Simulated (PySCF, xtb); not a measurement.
B(H)(Me)(NCO) (C₂H₄BNO), SMILES CBN=C=O. One conformer was computed; it need not be the lowest.

Harmonic wavenumbers (cm⁻¹) from GFN2-xTB in xtb at its own minimum, in rising order: 29, 71, 149, 372, 468, 523, 609, 765, 845, 935, 1000, 1162, 1377, 1477, 1483, 1590, 2514, 2632, 3011, 3033, 3052.

**Question.** What does B3LYP-D3(BJ)/def2-SVP (PySCF) give at its own minimum? (Estimate from the structure and the level; the computed values follow.)

**Answer.** 56, 63, 147, 381, 564, 629, 643, 713, 943, 956, 1023, 1201, 1318, 1428, 1432, 1615, 2464, 2580, 3014, 3074, 3131. Paired by order, the mean absolute difference is 44 cm⁻¹ and the zero-point energies are 38.7 and 39.1 kcal/mol.
